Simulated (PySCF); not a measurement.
C4H4, SMILES C1=CC=C1. Atoms are numbered in the order given.

```xyz
8

C      0.0000     0.6680     0.7839
C      0.0000     0.6680    -0.7839
C      0.0000    -0.6680     0.7839
C      0.0000    -0.6680    -0.7839
H      0.0000     1.4411     1.5536
H      0.0000     1.4411    -1.5536
H      0.0000    -1.4411     1.5536
H      0.0000    -1.4411    -1.5536
```

The structure is a stationary point at PBE0-D3(BJ)/def2-SVP.

The numbers are results of PBE/def2-TZVPD (PySCF), not measurements.

Gas-phase values at a fixed geometry.

Computed frontier levels, gap, dipole moment and polarisability:
The highest occupied level is -4.58 eV and the lowest empty level comes out as -2.73 eV. The orbital gap is 1.85 eV and the dipole moment is 0.00 D. The quadrupole, principal values (traceless, Buckingham form, about the centre of nuclear charge) is -4.94, 1.34, 3.60 D·Å and the mean static polarisability is 45.6 bohr³ (6.75 Å³). The polarisability, principal values is 33.4, 49.8, 53.5 bohr³.
